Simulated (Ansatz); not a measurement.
Basis-set extrapolation for CH2NOSi (`O=C=N[SiH2]`) radical (PBE0-D4/def2-TZVP geometry, frozen core, Ansatz). Multiplicity 2, UHF reference.

|  | def2-TZVPP | def2-QZVPP |
| --- | --- | --- |
| HF | -457.364565 | -457.380899 |
| MP2 correlation | -0.663584 | -0.712753 |
| CCSD(T) correlation | -0.708125 | not run |

Energies in hartree. Use E(X) = E(∞) + A·exp(−7.88·√X) for Hartree–Fock and E(X) = E(∞) + B·X^(−2.97) for correlation, with X = 3 and 4, and add CCSD(T) minus MP2 of the smaller set to the MP2 limit.

**Question.** What is the CCSD(T) energy at the basis-set limit?

**Answer.** HF limit: -457.380899 + (-0.016334) × 0.13774 = -457.38315. MP2 limit: -0.712753 + (-0.049169) × 0.74074 = -0.74917. Higher-order term: -0.708125 − (-0.663584) = -0.04454. Total: -458.17686 hartree, 273.5 kJ/mol below CCSD(T)/def2-TZVPP.
